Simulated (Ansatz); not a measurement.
Gas-phase electronic energies from Ansatz, PBE0-D4/def2-TZVP geometries. CCSD(T)/CBS is the MP2 limit (def2-TZVPP, def2-QZVPP) plus CCSD(T) − MP2 in def2-TZVPP, frozen cores. This one scheme is used for every species. Functionals use def2-TZVPP. Each species was taken in one conformer, which may not be the lowest.

Reaction (ligand exchange at the Si–N bond): `C=CN(C)[SiH2]Cl` + H–F → `F[SiH2]Cl` + `C=CNC`

```
             level  ΔE (eV)
        r2SCANh-D4    -0.75
SCS-MP2/def2-TZVPP    -0.68
      HF/CBS(def2)    -1.01
    CCSD/CBS(def2)    -0.69
```

Task: What does CCSD(T)/CBS give? (Best estimate.)

Result: The calculation gave: -0.64 eV. The listed levels differ from it by -0.11, -0.04, -0.37, -0.05 eV.

Largest T1 diagnostic among the species: 0.011.

Leaving LDA and LC-ωPBE aside and taking each functional with its dispersion term where it has one, the values, not all of them listed here, spread over 0.21 eV, from B97M-V to revPBE-D4. LDA lies +0.16 eV from PBE without D4. From BLYP to BHLYP (50 % exact exchange), in def2-TZVPP and without D4, ΔE moves by +0.04 eV. The D4 term adds +0.18 eV with B3LYP and +0.10 eV with PBE0; it sums over pairs of atoms, weighted by their polarisabilities, and B3LYP, whose exchange is more repulsive, gets the larger term.

B3LYP here is the variant with VWN-RPA as its local correlation; programs differ in this.
